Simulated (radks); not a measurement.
The numbers below are computed, except where a source is named.
Task: These are the eigenvalues of the occupied orbitals of an atom or ion with whole-number occupations (eV). Level of theory: scalar-relativistic Kohn-Sham, r2SCAN, spin-polarised, spherical densities, finite nucleus; meta-GGA in the generalised Kohn-Sham scheme; Fermi nuclear charge, rms radius of each element as measured or else 0.836 A^(1/3) + 0.57 fm (a radial shooting solver on a logarithmic mesh with Libxc functionals).

| orbital | eigenvalue |
|---|---|
| 1s down | -25554.90 |
| 1s up | -25554.89 |
| 2s up | -3928.134 |
| 2s down | -3927.221 |
| 2p up | -3538.825 |
| 2p down | -3538.153 |
| 3s up | -866.4180 |
| 3s down | -866.1732 |
| 3p up | -737.5479 |
| 3p down | -737.1974 |
| 3d up | -535.4135 |
| 3d down | -534.6980 |
| 4s up | -258.7013 |
| 4s down | -255.3810 |
| 4p up | -218.3694 |
| 4p down | -214.9264 |
| 4d up | -157.0106 |

Which element is it, and in what charge state? The configuration may be excited. Open shells, if any, are filled with parallel spins first.

Result: Z = 47, silver, charge +9: Ag9+ in [Kr] 4d2. The list shows which subshells hold electrons but not how many an open one holds; the 1s level, -939.13 hartree, gives Z - s = 43.3 by -(Z - s)^2/2, which with screening and relativity narrows Z to a few neighbours, and the depths of the outer levels then fix element, charge and occupations together.
